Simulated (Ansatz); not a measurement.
Basis sets compared for the cluster AsSe₉⁻. Total charge -1; singlet. Geometry PBE-D4/def2-SVP. Ansatz on 4 threads of Arm Neoverse V2 on a shared host; times are rough, and most runs start from earlier orbitals.

```
atom   x (Å)   y (Å)   z (Å)
 As1  -1.836  -0.641  -2.157
 Se2  -2.232   1.591  -2.015
 Se3   0.727  -0.896  -2.126
 Se4  -2.141  -0.935   0.313
 Se5  -0.696  -2.571   1.156
 Se6   1.546  -0.153   3.107
 Se7   1.755   1.965   1.991
 Se8   1.487  -1.616   1.233
 Se9   0.093   1.930   0.225
Se10   1.297   1.327  -1.728
```

The 6-31G sets use Cartesian d functions. The structure comes from a short search, and lower isomers may exist.

```json
{"level": "HF/STO-3G", "functions": "180", "energy (Eh)": "-23571.4861", "HOMO (eV)": "-0.50", "LUMO (eV)": "8.00", "wall time": "7.5 s"}
{"level": "HF/6-31G", "functions": "290", "energy (Eh)": "-23829.3216", "HOMO (eV)": "-4.73", "LUMO (eV)": "3.01", "wall time": "21 s"}
{"level": "PBE-D4/def2-SVP (with forces)", "functions": "320", "energy (Eh)": "-23843.7723", "HOMO (eV)": "-1.48", "LUMO (eV)": "0.36", "wall time": "10 s"}
```

**Question.** Estimate the rows for PBE-D4/def2-SVPD.

**Answer.** 
```tsv
level	functions	energy (Eh)	HOMO (eV)	LUMO (eV)	wall time
PBE-D4/def2-SVPD	407	-23843.8105	-1.89	-0.10	21 s
```
